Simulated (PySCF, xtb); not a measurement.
C2H5O, SMILES [CH2]CO, multiplicity 2. The values are those of a single conformer.

Harmonic wavenumbers (cm⁻¹) from GFN2-xTB run with xtb 6.7.1 at its own minimum, in rising order: 124, 262, 399, 431, 874, 902, 1045, 1134, 1160, 1271, 1325, 1383, 1435, 2715, 2838, 3146, 3196, 3550.

Question: What does B3LYP-D3(BJ)/def2-TZVP run with PySCF 2.14.0 give at its own minimum? (The exact figures need the calculation; the answer reports its results.)

Answer: 190, 334, 428, 546, 830, 949, 1084, 1122, 1180, 1358, 1398, 1455, 1483, 2970, 2987, 3144, 3250, 3785. Paired by order, the mean absolute difference is 79 cm⁻¹ and the zero-point energies are 38.9 and 40.7 kcal/mol.
